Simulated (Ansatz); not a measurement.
An input meant for [10]phenacene (C42H24) (charge 0, singlet; atoms displaced at random, 0.08 Å in each coordinate).

```yaml
crystal:
  periodic: [false, false, false]
  atoms:
    - {symbol: C, position_ang: [-11.295583, -0.178335, -0.105128]}
    - {symbol: C, position_ang: [-10.452036, -0.886887, 0.948204]}
    - {symbol: C, position_ang: [-9.127214, -0.947267, 0.999486]}
    - {symbol: C, position_ang: [-8.344315, -0.382375, 0.187696]}
    - {symbol: C, position_ang: [-8.909347, 0.459563, -0.832213]}
    - {symbol: C, position_ang: [-10.300032, 0.594347, -0.929635]}
    - {symbol: C, position_ang: [-8.068463, 1.041578, -1.758300]}
    - {symbol: C, position_ang: [-6.898688, 1.328515, -1.797777]}
    - {symbol: C, position_ang: [-6.094392, 0.315909, -0.822752]}
    - {symbol: C, position_ang: [-6.981212, -0.358759, 0.229297]}
    - {symbol: C, position_ang: [-6.176606, -1.087198, 1.155443]}
    - {symbol: C, position_ang: [-4.762134, -1.154299, 1.311210]}
    - {symbol: C, position_ang: [-4.030218, -0.249370, 0.402368]}
    - {symbol: C, position_ang: [-4.700611, 0.530879, -0.735201]}
    - {symbol: C, position_ang: [-3.851439, 1.105330, -1.632046]}
    - {symbol: C, position_ang: [-2.473342, 1.162815, -1.650576]}
    - {symbol: C, position_ang: [-1.853261, 0.437471, -0.579242]}
    - {symbol: C, position_ang: [-2.560544, -0.272419, 0.539409]}
    - {symbol: C, position_ang: [-1.856026, -1.186143, 1.310822]}
    - {symbol: C, position_ang: [-0.465162, -1.218160, 1.426125]}
    - {symbol: C, position_ang: [0.373680, -0.373773, 0.464894]}
    - {symbol: C, position_ang: [1.729243, -0.401668, 0.459919]}
    - {symbol: C, position_ang: [2.534322, -1.264185, 1.659923]}
    - {symbol: C, position_ang: [3.868064, -1.243409, 1.554495]}
    - {symbol: C, position_ang: [4.571838, -0.364823, 0.744155]}
    - {symbol: C, position_ang: [6.059703, -0.482789, 0.680581]}
    - {symbol: C, position_ang: [6.834450, -1.392957, 1.897631]}
    - {symbol: C, position_ang: [8.294491, -1.203563, 1.721969]}
    - {symbol: C, position_ang: [9.058524, -0.456142, 0.850830]}
    - {symbol: C, position_ang: [10.367763, -0.579334, 0.952857]}
    - {symbol: C, position_ang: [11.060743, 0.254733, 0.000499]}
    - {symbol: C, position_ang: [10.505364, 0.931537, -1.091631]}
    - {symbol: C, position_ang: [9.269798, 0.981396, -1.064697]}
    - {symbol: C, position_ang: [8.297807, 0.214261, -0.251165]}
    - {symbol: C, position_ang: [6.855469, 0.208104, -0.146619]}
    - {symbol: C, position_ang: [6.150563, 1.082692, -1.264886]}
    - {symbol: C, position_ang: [4.788883, 1.049633, -1.172658]}
    - {symbol: C, position_ang: [4.110415, 0.284104, -0.403995]}
    - {symbol: C, position_ang: [2.572526, 0.370771, -0.410530]}
    - {symbol: C, position_ang: [1.828148, 1.092137, -1.295948]}
    - {symbol: C, position_ang: [0.443207, 1.201209, -1.442100]}
    - {symbol: C, position_ang: [-0.396855, 0.524058, -0.426725]}
    - {symbol: H, position_ang: [-12.193781, -0.144131, -0.075123]}
    - {symbol: H, position_ang: [-11.110969, -1.420198, 1.610740]}
    - {symbol: H, position_ang: [-8.655827, -1.674886, 1.743188]}
    - {symbol: H, position_ang: [-10.838979, 1.203040, -1.667497]}
    - {symbol: H, position_ang: [-8.638001, 1.929229, -2.513900]}
    - {symbol: H, position_ang: [-6.228432, 1.856153, -2.467883]}
    - {symbol: H, position_ang: [-6.746992, -1.638646, 1.838368]}
    - {symbol: H, position_ang: [-4.315413, -1.811641, 1.933189]}
    - {symbol: H, position_ang: [-4.312299, 1.839351, -2.304748]}
    - {symbol: H, position_ang: [-1.855629, 1.671934, -2.275524]}
    - {symbol: H, position_ang: [-2.458939, -1.780574, 2.136990]}
    - {symbol: H, position_ang: [0.099627, -1.720560, 2.193418]}
    - {symbol: H, position_ang: [1.932553, -1.747681, 2.279028]}
    - {symbol: H, position_ang: [4.376857, -1.857183, 2.467191]}
    - {symbol: H, position_ang: [6.360157, -1.789909, 2.516398]}
    - {symbol: H, position_ang: [8.634026, -1.840859, 2.536516]}
    - {symbol: H, position_ang: [10.924798, -1.132094, 1.643055]}
    - {symbol: H, position_ang: [12.253165, 0.148561, 0.152139]}
    - {symbol: H, position_ang: [11.162845, 1.566939, -1.844656]}
    - {symbol: H, position_ang: [8.725814, 1.478175, -1.911866]}
    - {symbol: H, position_ang: [6.653447, 1.728554, -1.964603]}
    - {symbol: H, position_ang: [4.381577, 1.489329, -1.913225]}
    - {symbol: H, position_ang: [2.364047, 1.746957, -2.165195]}
    - {symbol: H, position_ang: [0.056836, 1.738462, -2.215422]}
basis:
  gaussian: {orbitals: "6-31G*", fitting: {mean_field: def2-universal-jkfit}}
total_charge: -1
magnetization: {spin_polarized: true, initial_magnetization: 9}
hamiltonian: {xc: {name: r2SCAN50}}
scf: {omitted_lower_state_checks: [starts]}
output: {forces: true}
```

```sh
$ ansatz run in.yaml --threads 2 --pin off --events-out ev --progress --plain --max-ram 22528MiB --backend cuda --devices 0, --max-vram 18GiB
```

Output, abridged:

```
Functional definition: r2SCAN50
3582 factors; integrals over basis functions are off by at most 6.1e-2 eV
mean field evaluation 1: about -43862.9368 eV, gradient 5.9e1 eV
mean field evaluation 2: about -43800.2931 eV, gradient 9.9e1 eV
mean field evaluation 4: about -43882.2019 eV, gradient 1.5e1 eV
mean field evaluation 8: about -43885.2180 eV, gradient 2.6e0 eV
mean field evaluation 16: about -43886.1206 eV, gradient 8.7e-1 eV
mean field evaluation 32: about -43886.1988 eV, gradient 2.3e-2 eV
mean field -43886.19885982 eV, -1612.7880609645 hartree, gradient 1.7e-5 eV, S^2 25.346949; 0 other end points of the search recorded, 0 dependent functions left out
reference -43886.19887315 eV, -1612.7880614542 hartree; 143, 134 occupied and 535, 544 virtual orbitals, 3582 factors
Total energy: -43886.19887315 eV, -1612.7880614542 hartree
Atom 0 force    19.020425    -0.160722     1.444383 eV/Å
Atom 1 force    -6.543931     0.912141    -2.291940 eV/Å
Atom 2 force    -2.648316    -6.144128     7.225140 eV/Å
Atom 3 force     4.168479     5.457032    -6.559703 eV/Å
Atom 4 force    -3.633529    -1.948591     1.297127 eV/Å
Atom 5 force    -3.128096    -1.381824     0.580800 eV/Å
Atom 6 force   -11.044978     5.954427    -5.124474 eV/Å
Atom 7 force    12.974438    -3.213786     2.442171 eV/Å
Atom 8 force    -0.884053     4.141954    -1.688236 eV/Å
Atom 9 force     5.175077    -0.434306    -0.319496 eV/Å
Atom 10 force     2.341066    -0.499072     0.983395 eV/Å
Atom 11 force    -5.957925     3.848054    -4.325029 eV/Å
Atom 12 force     1.759827     0.187183    -0.593692 eV/Å
Atom 13 force    -0.400842    -4.847257     4.886544 eV/Å
Atom 14 force    -0.389240     3.637515    -3.059059 eV/Å
Atom 15 force    -0.860893    -4.154810     5.664966 eV/Å
Atom 16 force     1.030782     1.301081     0.340139 eV/Å
Atom 17 force    -1.176133    -0.387738    -2.645562 eV/Å
Atom 18 force    -4.585445     0.083635     2.144248 eV/Å
Atom 19 force     5.016792     1.721150    -2.128713 eV/Å
Atom 20 force    -4.972251     0.344733     0.579076 eV/Å
Atom 21 force     4.915560    -1.947154     3.846553 eV/Å
Atom 22 force    -1.976816     4.296055    -6.752500 eV/Å
Atom 23 force     1.652364    -0.896513     3.526931 eV/Å
Atom 24 force     5.041417    -2.563989    -0.081941 eV/Å
Atom 25 force    -0.609377    -3.005190     5.362643 eV/Å
Atom 26 force     4.571025    10.352942   -15.628742 eV/Å
Atom 27 force    -1.048652    -2.114717     3.050616 eV/Å
Atom 28 force    -5.150323    -1.692514     0.505012 eV/Å
Atom 29 force     1.199262     1.411166    -1.405674 eV/Å
Atom 30 force     7.459879    -0.299692    -0.057406 eV/Å
Atom 31 force     9.095092     1.053186    -0.300423 eV/Å
Atom 32 force   -11.920637     1.543938    -3.961616 eV/Å
Atom 33 force     1.919183    -0.811604     3.131666 eV/Å
Atom 34 force     1.054222     3.709142    -5.234372 eV/Å
Atom 35 force     2.149477    -2.073878     3.445546 eV/Å
Atom 36 force     5.504485    -0.018287    -0.257002 eV/Å
Atom 37 force    -7.865160    -1.461957     4.019279 eV/Å
Atom 38 force    -0.216118    -1.146311     0.148362 eV/Å
Atom 39 force     1.350126     3.095390    -4.314757 eV/Å
Atom 40 force    -0.670501    -3.526250     5.785831 eV/Å
Atom 41 force     3.392686    -0.653704    -2.715935 eV/Å
Atom 42 force   -11.366709     0.623274     0.050175 eV/Å
Atom 43 force     0.574529    -0.391184     0.585453 eV/Å
Atom 44 force    -1.093322     1.377678    -0.868559 eV/Å
Atom 45 force     1.269662    -0.017806    -0.056737 eV/Å
Atom 46 force     0.692723    -3.118380     1.953257 eV/Å
Atom 47 force    -1.090948     0.225702     0.062417 eV/Å
Atom 48 force    -0.448759    -1.011566     0.990711 eV/Å
Atom 49 force     1.141030    -1.722903     1.922962 eV/Å
Atom 50 force     0.040426    -0.701111    -0.106498 eV/Å
Atom 51 force     0.917101     1.413569    -1.933412 eV/Å
Atom 52 force     1.538505     1.332867    -2.138228 eV/Å
Atom 53 force    -0.695501    -0.100254    -0.003550 eV/Å
Atom 54 force    -1.882936    -2.240406     2.677511 eV/Å
Atom 55 force    -0.811313     1.761367    -2.787347 eV/Å
Atom 56 force    -6.982067    -6.370342    10.182222 eV/Å
Atom 57 force     1.878654     0.386776    -0.415179 eV/Å
Atom 58 force     0.223116    -0.719142     0.948316 eV/Å
Atom 59 force    -2.954931     0.718511    -0.829721 eV/Å
Atom 60 force    -1.594635    -1.764562     1.918386 eV/Å
Atom 61 force     0.833990    -0.132361     0.898156 eV/Å
Atom 62 force     0.184048    -0.221285     0.242773 eV/Å
Atom 63 force    -3.570017     3.380878    -4.925981 eV/Å
Atom 64 force    -0.967543    -1.834664     2.463877 eV/Å
Atom 65 force    -0.943554     1.458616    -1.795162 eV/Å
Dipole moment:    -3.063500     0.005734    -0.009677 e Å
Checks for a lower state left out: starts
```

In this input the spin is set far too high (9 unpaired electrons typed, 0 in the singlet as meant). The calculation finished and met its thresholds. The result belongs to that input, not to the species as meant.

The 6-31G sets use Cartesian d functions. The highest occupied level of an anion often lies above zero with these methods, and sets without diffuse functions describe the outer electron poorly. The charge -1 multiplicity 10 is spin-contaminated (final ⟨S²⟩ up to 25.35, 24.75 for a pure state).
